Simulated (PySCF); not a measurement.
Predicted microwave data (PBE0/pcSseg-1 in PySCF (dipole) on a GFN2-xTB geometry, gas phase) for one isomer of C7H10NPS:

```
Rotational constants : A = 1498, B = 838.7, C = 682.2 MHz
Dipole components    : |μa| = 0.05 D, |μb| = 4.20 D, |μc| = 0.00 D
Inertial defect      : -199.11 u·Å²
κ                    : -0.62
```

Question: Which structure is it? (One computed conformer of each.)
A. `[CH:1]#[C:2][P@@:3](=[S:4])([CH2:5][C:6]#[N:7])[CH2:8][CH2:9][CH3:10]` with C2–P3–C5–C6 62°, C2–P3–C8–C9 -176°, P3–C8–C9–C10 -173°
B. `[S:1]=[P:2]1([n:3]2[cH:4][cH:5][cH:6][cH:7]2)[CH2:8][CH2:9][CH2:10]1` with S1–P2–N3–C4 -84°, S1–P2–C8–C9 139°, P2–C8–C9–C10 -18°, C8–C9–C10–P2 18°, S1–P2–C10–C9 -139°
C. `[CH3:1][CH2:2][c:3]1[n:4][c:5]([S:6][CH3:7])[cH:8][cH:9][p:10]1` with C1–C2–C3–N4 83°, N4–C5–S6–C7 -2°

Answer: B. It is S=P1(n2cccc2)CCC1, an asymmetric top, point group Cs. The candidates at the same level (rigid rotor, commonest isotopes):

| SMILES | A (MHz) | B (MHz) | C (MHz) | μa (D) | μb (D) | μc (D) | Δ (u·Å²) | point group | rotor |
| --- | --- | --- | --- | --- | --- | --- | --- | --- | --- |
| C#C[P@@](=S)(CC#N)CCC | 964.2 | 843.7 | 604.1 | 0.19 | 0.30 | 0.69 | -286.57 | C1 | asymmetric top |
| CCc1nc(SC)ccp1 | 1404 | 769.7 | 520.6 | 0.50 | 0.73 | 0.10 | -45.82 | C1 | asymmetric top |
| S=P1(n2cccc2)CCC1 | 1498 | 838.7 | 682.2 | 0.05 | 4.20 | 0.00 | -199.11 | Cs | asymmetric top |

`CCc1nc(SC)ccp1` has C 24 % too low; `C#C[P@@](=S)(CC#N)CCC` has A 36 % too low. In the right answer the mirror of this Cs structure is the ab plane, so μc vanishes by symmetry. No structure here is proved a minimum.
